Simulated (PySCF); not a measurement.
An equivalent PySCF input for Br⁺ (bromine, charge +1), [Ar] 3d10 4s2 4p4, high-spin 3P determinant, with the non-relativistic Hamiltonian (point nucleus):

```python
from pyscf import gto, scf, dft, mp, cc
import basis_set_exchange as bse
mol = gto.M(atom="Br 0 0 0", charge=1, spin=2, symmetry="D2h",
            basis=gto.basis.parse(bse.get_basis("6-31G*", elements=["Br"], fmt="nwchem", header=False)))
mf = dft.UKS(mol, xc="B88,P86")
mf.irrep_nelec = {'Ag': (6, 6), 'B1g': (1, 1), 'B2g': (1, 1), 'B3g': (1, 1), 'B1u': (3, 2), 'B2u': (3, 3), 'B3u': (3, 2)}
mf.kernel()
```

It reaches the same state as the run whose output follows, with an energy that differs only through the grid. The run itself started from symmetry-adapted Hartree-Fock orbitals and held the occupation by maximum overlap, on a logarithmic radial grid, so the iterations belong to that start.

```
SCF conv_tol = 1e-09
number electrons alpha = 18  beta = 16
XC functionals = B88,P86
    A. D. Becke.,  Phys. Rev. A 38, 3098 (1988)
    J. P. Perdew.,  Phys. Rev. B 33, 8822 (1986)
cycle= 1 E= -2573.63365949721  delta_E= -0.00684  |g|= 0.0745  |ddm|= 0.147
cycle= 2 E= -2573.63389439189  delta_E= -0.000235  |g|= 0.0563  |ddm|= 0.0233
cycle= 3 E= -2573.63422226451  delta_E= -0.000328  |g|= 0.00153  |ddm|= 0.0165
cycle= 4 E= -2573.63422323531  delta_E= -9.71e-07  |g|= 0.000105  |ddm|= 0.00294
cycle= 5 E= -2573.63422323952  delta_E= -4.21e-09  |g|= 4.17e-06  |ddm|= 0.000174
cycle= 6 E= -2573.63422323953  delta_E= -1.27e-11  |g|= 2.16e-07  |ddm|= 1.01e-05
converged SCF energy = -2573.63422323953  <S^2> = 2.0013705  2S+1 = 3.0009135
```
